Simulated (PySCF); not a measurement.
C4H12NbO4 (SMILES C[O][Nb+]([O]C)([O]C)[O]C), charge +1, singlet, at a GFN2-xTB geometry (such geometries of metal compounds can be far from the true shape) (the multiplicity is a formal guess) (core potentials on Nb). Base run: PySCF with BLYP/def2-SV(P).

PySCF was given this input:
```python
from pyscf import gto, scf, dft

mol = gto.M(
    atom='''
Nb   -0.000053    0.000114    0.000324
O    -1.472194    0.321210    0.923169
C    -2.630989    0.576866    1.653073
H    -2.528868    1.533975    2.180847
H    -3.490654    0.625853    0.972217
H    -2.789774   -0.226934    2.383607
O    -0.429292   -0.639343   -1.589916
C    -0.771037   -1.145480   -2.842116
H    -0.774173   -0.331737   -3.578884
H    -0.039530   -1.906810   -3.142627
H    -1.769815   -1.598487   -2.794974
O     0.989938   -1.182792    0.862421
C     1.771315   -2.115445    1.541274
H     2.423262   -2.636798    0.828427
H     2.387630   -1.602411    2.290904
H     1.121194   -2.844969    2.041374
O     0.911179    1.501294   -0.195148
C     1.631156    2.683359   -0.353991
H     0.968705    3.542432   -0.186111
H     2.455485    2.711580    0.370352
H     2.038972    2.730885   -1.372068
''',
    basis='def2-sv(p)',
    ecp={'Nb': 'def2-sv(p)'},
    charge=1,
    spin=0,
    verbose=4,
)

mf = dft.RKS(mol)
mf.xc = 'blyp'
mf.kernel()
```

Each row names what was changed in the base input (with any setting that the change needs).

| change | ΔE vs base (mEh) | fitting functions | outcome |
|---|---|---|---|
| base | 0.000 | - | converged |
| auxbasis = even-tempered beta=3.0 | -40.537 | 821 | converged |
| auxbasis = cc-pvtz-ri | - | - | input refused |
| auxbasis = def2-universal-jkfit | -0.174 | 1079 | converged |
| auxbasis = def2-svp-ri | - | - | input refused |
| auxbasis = even-tempered beta=2.0 | (withheld) | (withheld) | converged |
| auxbasis = cc-pvdz-jkfit | - | - | input refused |
| auxbasis = def2-universal-jfit | -0.444 | 613 | converged |
| auxbasis = def2-tzvp-ri | - | - | input refused |
| auxbasis = autoaux | -1.559 | 1197 | converged |

Question: Some entries are withheld; supply them.

Answer: 
- auxbasis = even-tempered beta=2.0, ΔE vs base (mEh): -1.226
- auxbasis = even-tempered beta=2.0, fitting functions: 1220

A fitting set is made for a task (jfit for Coulomb, jkfit for Coulomb and exchange, ri for correlation) and for a family of orbital bases.

- auxbasis = cc-pvtz-ri: ended with `pyscf.lib.exceptions.BasisNotFoundError: Basis set not found for Nb in cc-pvtz-ri`
- auxbasis = def2-svp-ri: ended with `pyscf.lib.exceptions.BasisNotFoundError: Basis set not found for Nb in def2-svp-ri`
- auxbasis = cc-pvdz-jkfit: ended with `pyscf.lib.exceptions.BasisNotFoundError: Basis set not found for Nb in cc-pvdz-jkfit`
